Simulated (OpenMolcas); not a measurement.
Ti2+ (d2) on a cation site of an ionic host was computed by CASSCF with the d shell active (OpenMolcas, ANO-RCC-VTZP on the metal). Its lowest spin-free states, and all those of the highest spin:

```tsv
2S+1	Degeneracy	E (cm-1)
3	3	0.0
3	3	10009
1	3	11984
1	2	12219
3	1	21605
3	3	21922
1	1	23773
1	3	24346
1	3	26933
1	2	36184
1	1	55363
```

Question: Is the site octahedral, tetrahedral or cube-like, axial, or of lower symmetry?

Answer: The states with 2S+1 = 3 have orbital degeneracies 3, 3, 1, 3. Threefold states need a cubic site. For d2 at this spin an octahedron puts the threefold T1 below the threefold T2 and a tetrahedron or cube puts the single A2 below the threefold T2, so the site is octahedral. The run had Ti2+ with its 6 nearest fluoride ions at 2.163 Å, on the Cd site of idealised cubic KCdF3 (a = 4.302 Å, distance in the model lattice 2.151 Å). The rest of the host is ab initio model potentials to 7.6 Å, with orthogonalisation functions on the cations behind the ligands, and point charges beyond; the distance is set by hand and nothing relaxes. Ligand basis ANO-RCC-VDZP.

An orbital triplet at a regular site is open to Jahn-Teller coupling, which can distort the site and quench the lowest spin-orbit gaps and is left out. Without dynamic correlation the repulsion within the d shell is too large (B by tens of per cent), so at a given field states of lower spin stand too high. Ligand-to-metal charge-transfer states are missing. With no ligand orbital active B as a rule stays too high, so bands that hang on it stand too high and its fall with covalency is understated. With metal d orbitals alone and no dynamic correlation 10Dq can be off by a tenth to a fifth, either way, in oxide and fluoride hosts. No measured value stands beside these numbers; the geometry was set by hand and not optimised.
